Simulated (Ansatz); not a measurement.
```yaml
crystal:
  periodic: [false, false, false]
  atoms:
    - {symbol: B, position_ang: [-0.711314, 0.574904, -0.349230]}
    - {symbol: C, position_ang: [-0.740828, -0.648102, 0.603788]}
    - {symbol: N, position_ang: [0.214084, -1.389138, 0.994609]}
    - {symbol: C, position_ang: [0.784218, -0.217682, 0.112170]}
    - {symbol: H, position_ang: [-1.082519, 0.361543, -1.382906]}
    - {symbol: H, position_ang: [-0.885263, 1.614170, 0.185620]}
    - {symbol: H, position_ang: [1.346036, 0.428413, 0.668101]}
    - {symbol: H, position_ang: [1.184303, -0.690809, -0.720886]}
basis:
  gaussian: {orbitals: def2-TZVP}
hamiltonian: {xc: {name: wB97X-D}}
```

```sh
$ ansatz run in.yaml --threads 2 --pin off --events-out ev --progress --plain --max-ram 4352MiB
```

It prints (some lines left out):

```
Error: YAML parse error: error: line 14 column 19: hamiltonian.xc: no functional is named "wB97X-D"; the names, which are not case-sensitive, are SVWN5, SPW92, PBE, PBE0, PBEsol, revPBE, revPBE0, RPBE, rPW86-PBE, HSE06, wPBEh, LC-wPBE, HISS, HF, BLYP, B3LYP, B3LYP5, BHLYP, CAM-B3LYP, r2SCAN, r2SCANh, r2SCAN0, r2SCAN50, m-r2SCAN, B97, wB97, wB97X, wB97X-V, B97M-V, wB97M-V, B2PLYP, B2GP-PLYP, PBE0-DH, PBE-QIDH
12 | basis:
13 |   gaussian: {orbitals: def2-TZVP}
14 | hamiltonian: {xc: {name: wB97X-D}}
```

Question: What is wrong with this run?

Answer: The method's name isn't one that the program takes here. The input was rejected before any iteration.

HSE06 is defined as in plane-wave codes.
